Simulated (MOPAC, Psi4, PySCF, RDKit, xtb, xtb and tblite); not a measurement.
Two geometries of SMILES S(/C=C\O)C, relaxed at GFN2-xTB with one dihedral held; other torsions can differ between them too.

Structure A

```
11

C     -2.0276     0.0797    -0.3026
S     -0.5737     0.7493     0.5513
C      0.5957    -0.5218     0.1488
C      1.8966    -0.2843     0.0197
O      2.5014     0.9140     0.1411
H     -2.2659    -0.8989     0.1053
H     -1.8247     0.0151    -1.3677
H     -2.8445     0.7698    -0.1177
H      0.1828    -1.5095     0.0492
H      2.5985    -1.0758    -0.2005
H      1.8285     1.5913     0.3038
```

Structure B

```
11

C     -2.0255     0.0834    -0.3031
S     -0.5310     0.7846     0.4841
C      0.6341    -0.5131     0.1142
C      1.1227    -0.6481    -1.1140
O      0.8531     0.1674    -2.1442
H     -2.3136    -0.8222     0.2228
H     -1.8361    -0.1309    -1.3502
H     -2.8026     0.8343    -0.2066
H      0.8964    -1.1703     0.9228
H      1.7955    -1.4507    -1.3830
H      0.3326     0.9173    -1.8059
```

Problem. Which is lower in energy at the level DF-MP2 (frozen core)/cc-pVTZ // GFN2-xTB (Psi4), and by how much?

Solution. B is lower, by 7.49 kJ/mol (dihedral C1–S2–C3–C4: 150° in A, 75° in B).

E(B) − E(A) in kJ/mol at the other levels, on the same two geometries: GFN2-xTB (xtb and tblite) 6.25; MMFF94 // GFN2-xTB (RDKit) 10.08; PBE0/def2-TZVP // GFN2-xTB (Psi4) -4.52; PBE0-D3(BJ)/def2-TZVP // GFN2-xTB (Psi4) -5.80; PBE/def2-TZVP // GFN2-xTB (Psi4) -4.42; PBE-D3(BJ)/def2-TZVP // GFN2-xTB (Psi4) -5.84; r2SCAN/def2-TZVP // GFN2-xTB (Psi4) -4.71; HF/cc-pVTZ // GFN2-xTB (Psi4) -2.80; UFF // GFN2-xTB (RDKit) -10.78; PM7, restricted, heats of formation // GFN2-xTB (MOPAC) 1.31; PM6, restricted, heats of formation // GFN2-xTB (MOPAC) -1.22; GFN1-xTB // GFN2-xTB (xtb) 1.06; restricted B3LYP/6-31G*, spherical d // GFN2-xTB (PySCF) -6.01; restricted Hartree-Fock/3-21G // GFN2-xTB (PySCF) -10.66; restricted B3LYP/6-311+G**, spherical d, density fitting // GFN2-xTB (PySCF) -3.30; restricted Hartree-Fock/STO-3G // GFN2-xTB (PySCF) 5.09.
